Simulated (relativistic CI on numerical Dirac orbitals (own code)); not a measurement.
# Hyperfine structure of Au IX, mass number 197

Computed by Dirac-Coulomb-Breit CI, orbitals from a KLI potential per configuration, model QED, unscaled Slater integrals (own radial code, finite nucleus).

CI space (outside the closed core [Kr] 4d10 4f14): 5s²5p⁶5d³, 5s²5p⁶5d²6s, 5s²5p⁶5d²5f, 5s²5p⁵5d⁴, 5s²5p⁶5d²6p, 5s²5p⁶5d6s6p, 5s²5p⁶5d²5g, 5s²5p⁶5d5f6s, 5s²5p⁶5d²6d, 5s5p⁶5d⁴, 5s²5p⁶5d²7s, 5s²5p⁶5d6s², 5s²5p⁶5f6s², 5s²5p⁶6s²6p, 5s²5p⁶5g6s², 5s²5p⁶6s²6d, 5s²5p⁶5d5f², 5s²5p⁶5f²6s, 5s²5p⁶5f³, 5s²5p⁶5f²6p, 5s²5p⁶5f²5g, 5s²5p⁶5f²6d, 5s²5p⁶5d6p², 5s²5p⁶6s6p², 5s²5p⁶5f6p², 5s²5p⁶6p³, 5s²5p⁶5g6p², 5s²5p⁶6p²6d, 5s²5p⁶5d5f6p, 5s²5p⁶5f6s6p, 5s²5p⁶5f5g6p, 5s²5p⁶5f6p6d. Double excitations out of closed p, d and f shells are left out; levels of such configurations are missing from the list, as are those of other unlisted configurations, and high levels can miss mixing partners. These lack a partner that the ground configuration has and come out too high: 5s²5p⁶5d²7s.

Nuclear spin I = 3/2, μ = 0.1452 μN, Q = 0.547 b (tables of Stone and Pyykkö). The electronic factors are computed for point nuclear moments, without core polarisation or the Bohr-Weisskopf and QED corrections.

| Level | E (cm⁻¹) | A (MHz) | B (MHz) |
| --- | --- | --- | --- |
| 5s²5p⁶5d³ ⁴F3/2 | 0.0 | 336.7 | -823 |
| 5s²5p⁶5d³ ⁴F5/2 | 11510.1 | 191.4 | -576 |
| 5s²5p⁶5d³ ⁴F7/2 | 19572.7 | 176.9 | -306 |
| 5s²5p⁶5d³ ⁴P1/2 | 25574.3 | -146.6 |  |
| 5s²5p⁶5d³ ²G7/2 | 36816.7 | 193.9 | 478 |
| 5s²5p⁶5d³ ⁴P5/2 | 38526.3 | 65.33 | 1110 |
| 5s²5p⁶5d³ ²H9/2 | 39007.7 | 175.6 | 892 |
| 5s²5p⁶5d³ ²P1/2 | 46113.4 | -44.54 |  |

Levels with J = 0, under 50 % of one LS term, or S terms without an open s electron are left out. Small factors come from cancelling terms and can be off by tens of per cent or more.

At this charge configurations can still be misplaced by up to about 7 % of their energy. Terms inside the open d or f shell come out 10 to 20 % too wide with unscaled integrals. Levels and lines within the n = 5 or 6 shells can be off by up to 10 % or somewhat more, and those that change n by about 2 %, since core polarisation is missing.

Q: Give the hyperfine levels of 5s²5p⁶5d³ ⁴F3/2 relative to its centre of gravity.

A: With K = F(F + 1) − I(I + 1) − J(J + 1), E = AK/2 + B[¾K(K + 1) − I(I + 1)J(J + 1)]/[2I(2I − 1)J(2J − 1)]: F = 0: -2292, F = 1: -1132, F = 2: 365, F = 3: 551.7 MHz.

LS names give the leading component of a level, which can be under half, so a name can repeat, a term be missing and a line seem to break the LS rules.
